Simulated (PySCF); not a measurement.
Sb(Cl)(SiH3)2 (ClH₆SbSi₂), SMILES [SiH3][Sb]([SiH3])[Cl].

Geometry: B3LYP-D3(BJ)/def2-SVP. The structure was generated by enumeration; whether it is a known compound was not checked. The def2 effective core potentials stand for the cores of Sb; spin–orbit coupling is left out.

Two levels are set side by side: PBE/def2-TZVP (PySCF) and ωB97X/def2-TZVP (PySCF). Same geometry, gas phase. Differences are taken from unrounded values.

```tsv
quantity	ωB97X	PBE	PBE minus ωB97X
orbital gap (eV)	9.11	3.30	-5.82
highest occupied level (eV)	-9.29	-6.22	3.07
lowest empty level (eV)	-0.18	-2.92	-2.75
dipole moment (D)	2.75	2.35	-0.40
mean polarisability (bohr³)	115.4	120.1	4.7
```

PBE's occupied levels lie high since its potential decays too fast outside the molecule; exact exchange lowers them and widens the gap. Loosely held outer electrons make PBE densities more polarisable. Differences between two approximate levels are no errors against the true value.

Rough cost on one machine, each run with all the roots and properties that it gave: ωB97X against PBE within a factor of 2.
